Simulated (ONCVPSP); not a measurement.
PBE ONCV dataset for Ge (Z = 32), fully relativistic all-electron reference.

- Element: Ge (Z = 32)
- Generator: ONCVPSP 4.0.1
- Type: optimised norm-conserving Vanderbilt (ONCV)
- Functional: PBE
- Relativity: fully relativistic
- Frozen core: [Ne]
- Valence charge: 22
- Reference configuration: 3s2 3p6 3d10 4s2 4p2
- Partial waves: 3s+4s: rc 1.10 bohr, ncon 4, nbas 6, qcut 11.8 1/bohr, 3 projectors, debl 2.6 Ha; 3p+4p: rc 1.00 bohr, ncon 4, nbas 9, qcut 12.4 1/bohr, 2 projectors; 3d: rc 1.00 bohr, ncon 5, nbas 10, qcut 15.7 1/bohr, 2 projectors, debl 1.5 Ha; f scattering state at 0.34 Ha: rc 1.20 bohr, ncon 5, nbas 9, qcut 8.7 1/bohr, 2 projectors, debl 1.1 Ha
- Local potential: polynomial inside 0.90 bohr (lpopt 5, dvloc0 1 Ha)
- Core correction: Teter function, fcfact 1.5, rcfact 1.05

Open shells are filled in proportion to 2j + 1.

Poles of the logarithmic derivatives, all-electron (AE) and pseudo (PS). s: poles at -5.5 (AE) and -5.5 (PS) Ha. p3/2: poles at -2.8 (AE) and -2.8 (PS) Ha. p1/2: poles at -3.0 (AE) and -3.0 (PS) Ha. d5/2: poles at 0.4 (AE) and 0.4 (PS) Ha. d3/2: poles at 0.4 (AE) and 0.4 (PS) Ha. f7/2: poles at no energy (AE) and no energy (PS) Ha. f5/2: poles at no energy (AE) and no energy (PS) Ha. Test radii: s 1.11, p3/2 1.01, p1/2 1.01, d5/2 1.01, d3/2 1.01, f7/2 1.22, f5/2 1.22 bohr.

- Cutoffs needed: 106 Ha and 118 Ha (the cutoffs (Ha) at which the residual kinetic energy of the hardest occupied pseudo-wave falls to 1 and 0.1 mHa per electron)
- Ghost test: no bound ghost flagged; GHOST(+) flags only above 600 eV
- Largest excitation error: +4.4 meV (all-electron minus pseudo) for 3s2 3p6 3d10 4s1 4p0, out of 4 test configurations
- rms error of d²Exc/dni dnj: 8.06 mHa without and 7.16 mHa with the model core
